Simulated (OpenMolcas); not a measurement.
A ladder of methods for SnSiH6O (SMILES [SiH3][O][SnH3])

The species is SnSiH6O (9 atoms), meant as a singlet with charge 0. As SMILES, `[SiH3][O][SnH3]`. The shape is that of a PBE0-D4/def2-TZVP optimisation.

Quantity: the vertical energy of the triplet above the singlet, in eV. The values are calculated.

```json
{"level": "HF/def2-SVP (core potential)", "kind": "Hartree–Fock", "program": "OpenMolcas", "value (eV)": "6.20", "CPU time (all runs)": "32 s"}
{"level": "SVWN5/def2-SVP (core potential)", "kind": "LDA", "program": "OpenMolcas", "value (eV)": "5.36", "CPU time (all runs)": "99 s"}
{"level": "PBE/def2-SVP (core potential)", "kind": "GGA", "program": "OpenMolcas", "value (eV)": "5.46", "CPU time (all runs)": "2.6 min"}
{"level": "revPBE/def2-SVP (core potential)", "kind": "GGA", "program": "OpenMolcas", "value (eV)": "5.52", "CPU time (all runs)": "2.3 min"}
{"level": "M06-L/def2-SVP (core potential)", "kind": "meta-GGA", "program": "OpenMolcas", "value (eV)": "6.01", "CPU time (all runs)": "3.4 min"}
{"level": "TPSS/def2-SVP (core potential)", "kind": "meta-GGA", "program": "OpenMolcas", "value (eV)": "5.69", "CPU time (all runs)": "3.6 min"}
{"level": "r2SCAN/def2-SVP (core potential)", "kind": "meta-GGA", "program": "OpenMolcas", "value (eV)": "5.77", "CPU time (all runs)": "3.5 min"}
{"level": "B3LYP/def2-SVP (core potential)", "kind": "global hybrid", "program": "OpenMolcas", "value (eV)": "5.92", "CPU time (all runs)": "2.4 min"}
```

Spin-orbit coupling, which can split open shells on such heavy atoms by tenths of an eV, is left out. The values span 5.36 to 6.20 eV. A triplet this far above the singlet is often a Rydberg-like or dissociative state; sets without diffuse functions put Rydberg states too high. The upper state's dipole differs much between rows, so they may not all be the same state. Times are those of the runs behind each value, whatever else they computed, on shared processors of several kinds: orders of magnitude only.
